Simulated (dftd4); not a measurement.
CH₃O, doublet, at a GFN2-xTB geometry; D4 for blyp in dftd4.

dftd4 was given this input:
```
$ dftd4 mol.xyz --func blyp --charge 0 --json dftd4.json --noedisp --property

# file mol.xyz
5

C      0.68555475     0.02506030    -0.03326015
O     -0.67125356    -0.12186477    -0.00544343
H     -1.09819889     0.73923507    -0.05875489
H      1.12820553     0.97457786     0.20251259
H      1.22669342    -0.88925661     0.09935069
```

What the program printed (banner, timings and long lists left out):

```
                    ____  _____ _____     ____  _  _
      -------------|  _ \|  ___|_   _|---|  _ \| || |------------
     |             | | | | |_    | | ___ | | | | || |_           |
     |             | |_| |  _|   | ||___|| |_| |__   _|          |
     |             |____/|_|     |_|     |____/   |_|            |
     |             ===================================           |
     |            E. Caldeweyher, S. Ehlert & S. Grimme          |
     |          Mulliken Center for Theoretical Chemistry        |
     |                    University of Bonn                     |
      -----------------------------------------------------------

Rational (Becke-Johnson) damping: blyp-D4-ATM
---------------------
  s6         1.0000
  s8         2.3408
  s9         1.0000
  a1         0.4449
  a2         4.0933
 alp        16.0000
--------------------

Atomic data, radii in Ångström:
------------------------------------------------------
   Z          R(cov)      r4/r2   hardness         EN
------------------------------------------------------
   6 C        1.0000     1.6431     0.4220     2.5500
   8 O        0.8400     1.3725     0.5869     3.4400
   1 H        0.4267     1.0622     0.4726     2.2000
------------------------------------------------------

Atomic reference systems (in atomic units):
----------------------------------------------------------------------------
   Z        #      CN     q+Z       C6(AA)   #      CN     q+Z       C6(AA)
----------------------------------------------------------------------------
   6 C      1  0.0000  6.0000      49.3833   2  0.9189  5.8288      52.1688
            3  1.9079  5.8579      35.6972   4  2.8312  5.7775      35.8445
            5  3.7487  5.7435      28.6317   6  2.9183  5.8956      32.2504
            7  0.8556  6.2103      25.6194
   8 O      1  0.0000  8.0000      15.5711   2  0.8042  7.6453      20.8489
            3  1.6112  7.4012      24.8631   4  0.9798  8.0000      14.9880
   1 H      1  0.0000  1.0000       7.6362   2  0.8942  1.0000       3.0374
----------------------------------------------------------------------------

Atomic properties (in atomic units):
----------------------------------------------------------------------------
     #    Z              CN          q      C6(AA)        C8(AA)   alpha(0)
----------------------------------------------------------------------------
     1    6 C        2.7058    -0.0743     31.4989      911.0021     9.1569
     2    8 O        1.6581    -0.4450     21.5737      435.3695     6.2830
     3    1 H        0.8052     0.2608      0.8517       10.2962     1.4496
     4    1 H        0.9262     0.1192      1.6199       19.5815     1.9903
     5    1 H        0.9265     0.1393      1.4658       17.7189     1.8932
----------------------------------------------------------------------------

Molecular properties (in atomic units):
----------------------------------------
 molecular C6                 185.3539
 molecular C8                3928.0738
----------------------------------------

Dispersion energy:      -2.8474505628125E-03 Eh

[Info] JSON dump of results written to 'dftd4.json'
```
